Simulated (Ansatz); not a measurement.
The cluster Li₃Cl₃. Charge 0, multiplicity 3. Geometry PBE-D4/def2-SVP, that of the neutral singlet; atoms count from 1.

```xyz
6

Li    0.127   -1.500    1.167
Li    1.377    0.338   -1.272
Li   -1.503    1.161    0.105
Cl   -1.722   -0.425    1.583
Cl    1.868   -1.459   -0.143
Cl   -0.148    1.885   -1.439
```

At PBE0-D4/def2-TZVP a singlet of charge 0 lies 6.79 eV below the triplet at the same geometry. The structure comes from a short search, and lower isomers may exist.

Question: Estimate the Mulliken populations from the PBE0/def2-TZVP orbitals of Ansatz.

Answer: 
```
atom  charge (e)  spin (α − β)
 Li1        0.37          0.40
 Li2        0.55          0.23
 Li3        0.37          0.39
 Cl4       -0.34          0.44
 Cl5       -0.48          0.27
 Cl6       -0.48          0.27
```
Mulliken values and Mayer orders depend strongly on the basis.

Question: Where does the spin sit?

Answer: Summed by element: Li 1.02, Cl 0.98, of 2 unpaired in all. Largest on single atoms: Cl4 0.44, Li1 0.40, Li3 0.39.
